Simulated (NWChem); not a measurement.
Correlation energy of diphosphane (H₄P₂)

SMILES: PP
```xyz
6

P      1.0086     0.5217     0.0000
P     -1.0086    -0.5217     0.0000
H      1.5409    -0.3163     1.0313
H      1.5409    -0.3163    -1.0313
H     -1.5409     0.3163     1.0313
H     -1.5409     0.3163    -1.0313
```
Charge 0, spin multiplicity 1.

The numbers come from NWChem runs, not from measurements. All single points use one geometry, from B3LYP/def2-SVP, a minimum by its harmonic frequencies. It is one conformer; others weren't searched.

Basis set: def2-SVP. Each correlation energy counts from its own Hartree-Fock reference.

| method | correlation energy (mHa) | difference from CCSD(T) |
|---|---|---|
| MP2 | -247.4 | +54.0 |
| SCS-MP2 | -256.3 | +45.0 |
| CR-CCSD[T] | -299.8 | +1.5 |
| CR-CCSD(T) | -299.6 | +1.7 |
| CCSD | -292.7 | +8.7 |
| CCSD+T(CCSD) | -301.6 | -0.2 |
| CCSD(T) | -301.3 | 0.0 |

The values span 54.2 mHa, from CCSD+T(CCSD) (lowest) to MP2 (highest). 

The correlated methods keep 10 core orbitals frozen. No row is a measurement; the coupled-cluster row has its own basis-set and correlation limits.
